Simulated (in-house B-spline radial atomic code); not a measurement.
# RPA and G0W0 on B3LYP (VWN-RPA): the strontium ion Sr⁺

Configuration [Kr] 5s1, highest spin, mean-field start B3LYP (VWN-RPA). Computed with a B-spline radial code for spherical atoms: all electrons, non-relativistic, point nucleus, each spin shell either full or empty, empty states to l = 9 with an (l + 1/2)⁻⁴ tail; G0W0 by contour deformation at full frequency.

Without relativity these are model numbers: it shifts the levels of so heavy an element strongly and can reorder them.

Command:
```bash
python run_gw.py task.json out
```
Settings (radii: box in bohr, nucleus in fm):
```
Z                        38
electrons                37
configuration            [Kr] 5s1
hamiltonian              nr
method                   b3lyp
lmax                     9
spin_polarised           True
box_radius               23.78
intervals                54
ion_configuration        [Ar] 3d10 4s2 4p6
```

Cost of the run: 5.1 s on 1 thread of Intel(R) Xeon(R) Platinum 8375C CPU @ 2.90GHz (Ice Lake), on a shared host.

Energies (hartree):

```
                                     term        value
                         mean-field total  -3133.20581
Hartree-Fock functional on these orbitals  -3131.35420
                      direct second order      -3.0231
                    second-order exchange      0.87435
                         SOSEX correction       0.8063
```

Question: What is the RPA correlation energy, and what remains with SOSEX?

Answer: RPA gives -2.6438 hartree (-1.94 eV per electron); RPA + SOSEX gives -1.8375, and the second-order doubles -2.1487 hartree (no singles). SOSEX takes back 30 % of the RPA value.

Quasi-particle levels (eV):

```
  level  occupied  mean field  Σx - vxc     Σc  QP weight    G0W0
  5s up       yes      -9.061     -1.23      ?          ?       ?
5s down        no      -7.499      3.39  -1.82      0.820  -5.922
```

G0W0 = mean field + (Σx - vxc) + Σc, with Σc (partial-wave tail included) taken at the quasi-particle energy. Only the outer levels were computed. Levels of low weight are left out.

Question: Where does G0W0 put 5s up?

Answer: At -11.328 eV, with Σc = -1.04 eV and a quasi-particle weight of 0.921. The tabulated removal energy is 11.030 eV (NIST, measured); the calculation leaves out relativity, Breit and QED terms, and what these don't explain is the method's own error.

Question: What does it cost to remove one electron (to [Ar] 3d10 4s2 4p6) by differences of total energies, each species on its own start (correlation terms add to the Hartree-Fock functional)?

Answer: B3LYP (VWN-RPA) 11.109 eV, Hartree-Fock functional 10.254 eV, + RPA 11.273 eV, + RPA + SOSEX 10.768 eV, + second order 11.160 eV. Tabulated: 11.030 eV (NIST, measured); the calculation leaves out relativity, Breit and QED terms, and what these don't explain is the method's own error.
